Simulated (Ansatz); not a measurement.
Species: C₁₀H₉BO, SMILES `Bc1cc(O)ccc2cccc1-2` (charge 0, multiplicity 1).

### Question
Give a relaxed geometry from PBE0-D3(BJ)/def2-SVP (Ansatz, a quantum-chemistry and plane-wave program).

### Answer
Several could match; the one computed here: the end point of this relaxation, one of several conformers (outside a Z-matrix the atoms follow the SMILES, hydrogens last).
Z-matrix (Å, degrees):
```
C
C 1 1.4072
H 2 1.0871 1 125.55
C 2 1.4016 3 125.61 1 179.98
H 4 1.0911 2 124.96 3 0.00
C 4 1.4032 5 125.25 2 180.00
H 6 1.0900 4 126.61 5 0.03
C 6 1.4022 7 125.11 4 -179.97
C 8 1.3922 6 124.81 7 0.00
C 9 1.3879 8 130.09 6 180.00
H 10 1.0925 9 117.64 8 180.00
H 9 1.0954 10 115.11 11 -0.02
C 10 1.4014 11 114.20 9 179.97
O 13 1.3469 10 113.71 11 -0.02
H 14 0.9639 13 109.38 10 179.99
C 13 1.4053 14 118.01 15 -0.07
H 16 1.0969 13 113.77 14 -0.04
C 16 1.4041 17 114.46 15 -179.93
B 18 1.5591 16 114.05 17 0.15
H 19 1.2042 18 122.90 16 179.20
H 19 1.2099 20 118.40 3 -179.01
```
